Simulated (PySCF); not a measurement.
AlFClBr, SMILES [Br][Al]([F])[Cl]. Coordinates come from a PBE0-D3(BJ)/def2-SVP optimisation.

Question: Give the equilibrium geometry at PBE0-D3(BJ)/def2-SVP (PySCF confirms it by a frequency run) as bond lengths and angles, and its point group. (The exact figures need the calculation; the answer reports its results.)

Answer: point group Cs.
Atoms: Al1 F2 Cl3 Br4. Bonded distances (Å): Al1–F2 1.652, Al1–Cl3 2.074, Al1–Br4 2.221. Angles (°): F2–Al1–Cl3 118.6, F2–Al1–Br4 119.5, Cl3–Al1–Br4 121.9.
Charge 0, spin multiplicity 1.
